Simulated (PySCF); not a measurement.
# Indirect couplings

Bonds (- single, = double, # triple, : aromatic): F1-C2 1.337 Å, C2:C3 1.384 Å, C3:C4 1.384 Å, C4-F5 1.337 Å, C4:C6 1.392 Å, C6-F7 1.337 Å, C6:C8 1.384 Å, C8:C9 1.384 Å, C9-F10 1.337 Å, C9:C2 1.392 Å. C3 carries H11; C8 carries H12.

Couplings: B3LYP/pcJ-1 (spin–dipole term only in couplings to heteroatoms) in PySCF 2.14.0 with density-fitted response routines, geometry GFN2-xTB; gas phase, one conformer, non-relativistic. Couplings are averaged over pairs made equivalent by symmetry, fast rotation or ring inversion, so a value needn't be that of the named pair in this geometry, while other rotamers aren't included; one pair stands for each set, and the list holds those of at least 0.8 Hz over up to four bonds, among pairs with at least one F or H atom (others weren't computed). One-bond C–F couplings come out tens of Hz too large with common functionals.

Isotopes: $^{19}$F, $^{13}$C, $^{1}$H.

| pair | bonds | J (Hz) |
| --- | --- | --- |
| F1, C2 | 1 | -316.4 |
| C3, H11 | 1 | 174.7 |
| F1, C3 | 2 | ? |
| F1, C9 | 2 | 10.4 |
| C2, H11 | 2 | -6.6 |
| F1, C4 | 3 | 4.7 |
| F1, C8 | 3 | -1.0 |
| F1, F10 | 3 | ? |
| F1, H11 | 3 | 10.7 |
| C2, H12 | 3 | 9.5 |
| F1, F5 | 4 | -3.1 |
| F1, C6 | 4 | ? |
| F1, H12 | 4 | 7.0 |
| C3, H12 | 4 | ? |

Estimate the withheld couplings, with signs.

Results:


- $^{2}J$(F1,C3) = 20.3 Hz
- $^{3}J$(F1,F10) = -13.9 Hz
- $^{4}J$(F1,C6) = 6.1 Hz
- $^{4}J$(C3,H12) = -1.3 Hz
